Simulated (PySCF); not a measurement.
Computed IR spectrum (relative IR intensity) of a molecule C₃H₁₁FSi₂. Geometry: PBE-D3(BJ)/def2-SVP. The values are those of a single conformer. Calculation: PBE-D3(BJ)/def2-SVP (PySCF). Frequencies are harmonic and unscaled.

Lines under 2 % of the strongest are left out, and lines within 2 cm⁻¹ are merged.

```json
[
 {"ν (cm⁻¹)": "170", "relative intensity": "2.6"},
 {"ν (cm⁻¹)": "360", "relative intensity": "3.0"},
 {"ν (cm⁻¹)": "431", "relative intensity": "9.4"},
 {"ν (cm⁻¹)": "666", "relative intensity": "3.6"},
 {"ν (cm⁻¹)": "705", "relative intensity": "9.8"},
 {"ν (cm⁻¹)": "743", "relative intensity": "85"},
 {"ν (cm⁻¹)": "809", "relative intensity": "13"},
 {"ν (cm⁻¹)": "861", "relative intensity": "100"},
 {"ν (cm⁻¹)": "879", "relative intensity": "12"},
 {"ν (cm⁻¹)": "891", "relative intensity": "6.3"},
 {"ν (cm⁻¹)": "917", "relative intensity": "39"},
 {"ν (cm⁻¹)": "1198", "relative intensity": "5.6"},
 {"ν (cm⁻¹)": "1428", "relative intensity": "5.1"},
 {"ν (cm⁻¹)": "1433", "relative intensity": "2.4"},
 {"ν (cm⁻¹)": "2131", "relative intensity": "36"},
 {"ν (cm⁻¹)": "2146", "relative intensity": "7.0"},
 {"ν (cm⁻¹)": "2149", "relative intensity": "62"},
 {"ν (cm⁻¹)": "2160", "relative intensity": "75"},
 {"ν (cm⁻¹)": "2953", "relative intensity": "10"},
 {"ν (cm⁻¹)": "2958", "relative intensity": "17"},
 {"ν (cm⁻¹)": "3033", "relative intensity": "10"},
 {"ν (cm⁻¹)": "3041", "relative intensity": "6.2"},
 {"ν (cm⁻¹)": "3050", "relative intensity": "6.6"},
 {"ν (cm⁻¹)": "3059", "relative intensity": "4.3"}
]
```

**Question.** Identify the compound among the candidates.
A) C[Si](C)(F)C[SiH3]
B) CC(C)[SiH2][SiH2]F
C) CC[SiH2][C@@H](F)[SiH3]
D) C[Si](C)([SiH3])CF

**Answer.** B, CC(C)[SiH2][SiH2]F
